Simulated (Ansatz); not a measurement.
Consider the ligand exchange at the Al–O bond: `O[SiH]([SiH3])[O][AlH2]` + `C[SeH]` → `C[Se][AlH2]` + `O[SiH](O)[SiH3]`.

Program: Ansatz. Geometries: PBE0-D4/def2-TZVP. ΔE: electronic, gas phase. CCSD(T)/CBS is the MP2 limit (def2-TZVPP, def2-QZVPP) plus CCSD(T) − MP2 in def2-TZVPP, frozen cores. This one scheme is used for every species. Functionals use def2-TZVPP. B3LYP here is the variant with VWN-RPA as its local correlation; programs differ in this. HSE06 is defined as in plane-wave codes. For Se outer-core shells are correlated without core-valence functions, which leaves a few kJ/mol of doubt a bond. Scalar relativity is left out up to krypton. One conformer a species, not always the lowest.

`O[SiH]([SiH3])[O][AlH2]`:

Cartesian coordinates in Å:
```
O 0.287 1.783 1.284
Si 0.560 0.763 0.021
Si 1.412 -1.197 0.979
O -0.804 0.451 -0.803
Al -2.207 -0.153 -1.515
H 0.093 2.700 1.084
H 1.511 1.400 -0.936
H 0.415 -1.793 1.911
H 2.671 -0.935 1.729
H 1.702 -2.194 -0.090
H -2.270 -1.695 -1.847
H -3.371 0.870 -1.817
```

`C[SeH]`:

Cartesian coordinates in Å:
```
C 0.077 0.474 -0.260
Se 0.530 -0.949 0.993
H 0.031 0.089 -1.276
H 0.882 1.204 -0.188
H -0.862 0.945 0.020
H -0.658 -1.763 0.710
```

`C[Se][AlH2]`:

Z-matrix (Å, degrees):
```
C
Se 1 1.964
H 1 1.088 2 108.2
H 1 1.088 2 108.2 3 119.2
H 1 1.088 2 110.5 3 -120.4
Al 2 2.299 1 99.2 3 120.0
H 6 1.585 2 117.3 1 0.1
H 6 1.581 2 118.0 1 -179.9
```

`O[SiH](O)[SiH3]`:

```xyz
10

O    -1.141   -1.631   -0.014
Si    0.258   -0.762   -0.053
O     1.040   -0.743    1.397
Si   -0.118    1.498   -0.547
H    -1.852   -1.301    0.538
H     1.065   -1.474   -1.078
H     1.389   -1.574    1.726
H    -1.052    2.087    0.454
H    -0.739    1.628   -1.893
H     1.151    2.273   -0.530
```

```tsv
level	ΔE (kJ/mol)	difference from CCSD(T)/CBS
PBE0-D4	29.6	-8.6
ωB97X-V	41.9	3.7
ωB97M-V	40.5	2.3
PBE-QIDH	34.6	-3.6
PBE	25.5	-12.7
revPBE	25.9	-12.3
BLYP	42.5	4.3
r2SCAN	35.9	-2.3
PBE0	28.9	-9.3
B3LYP	44.2	6.0
r2SCANh	36.1	-2.1
HSE06	28.2	-10.0
HF/def2-QZVPP	57.0	18.8
SCS-MP2/def2-QZVPP	45.1	6.9
MP2/CBS(def2)	36.6	-1.6
CCSD/CBS(def2)	41.4	3.2
CCSD(T)/CBS	38.2	0
```

**Question.** What do rigid-rotor, harmonic-oscillator terms from PBE0-D4/def2-TZVP frequencies (298.15 K, 1 bar) make of the CCSD(T)/CBS value? (An estimate is asked.)

**Answer.** Ansatz gave: ΔZPE = +8.4 kJ/mol, ΔH = +45.1 kJ/mol, ΔS = -22 J/(mol·K), ΔG = +51.7 kJ/mol. Modes under 50 cm⁻¹ make the entropy rough.

Largest T1 diagnostic among the species: 0.013.

At CCSD(T), def2-SVP lies +11.1 kJ/mol from the extrapolated value and def2-TZVPP +3.9 kJ/mol. Leaving LDA and LC-ωPBE aside and taking each functional with its dispersion term where it has one, the values, not all of them listed here, spread over 24.5 kJ/mol, from PBE-D4 to CAM-B3LYP-D4. From BLYP to BHLYP (50 % exact exchange), in def2-TZVPP and without D4, ΔE moves by +6.1 kJ/mol.
